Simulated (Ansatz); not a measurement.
Basis-set series for `C[Se]C(F)(F)F`. Total charge 0; spin multiplicity 1. Geometry: relaxed with PBE0-D4/def2-TZVP.

```json
{"functional": "PBE0-D4", "basis": "def2-SVP", "functions": "117", "energy (Eh)": "-2777.86498", "HOMO (eV)": "-6.97", "LUMO (eV)": "-0.13"}
{"functional": "PBE0-D4", "basis": "def2-TZVPP", "functions": "245", "energy (Eh)": "-2778.61397", "HOMO (eV)": "-7.07", "LUMO (eV)": "-0.43"}
{"functional": "ωB97M-V", "basis": "def2-SVP", "functions": "117", "energy (Eh)": "-2778.27145", "HOMO (eV)": "-9.18", "LUMO (eV)": "1.98"}
{"functional": "ωB97M-V", "basis": "def2-TZVPP", "functions": "245", "energy (Eh)": "-2779.03036", "HOMO (eV)": "-9.30", "LUMO (eV)": "1.49"}
```

**Question.** Give the rows for def2-QZVPP. (Estimate.)

**Answer.** Ansatz gave: 
```json
{"functional": "PBE0-D4", "basis": "def2-QZVPP", "functions": "464", "energy (Eh)": "-2778.68369", "HOMO (eV)": "-7.10", "LUMO (eV)": "-0.53"}
{"functional": "ωB97M-V", "basis": "def2-QZVPP", "functions": "464", "energy (Eh)": "-2779.09761", "HOMO (eV)": "-9.33", "LUMO (eV)": "1.21"}
```

Positive LUMOs are unbound and depend on the basis. Scalar relativity is left out up to krypton.
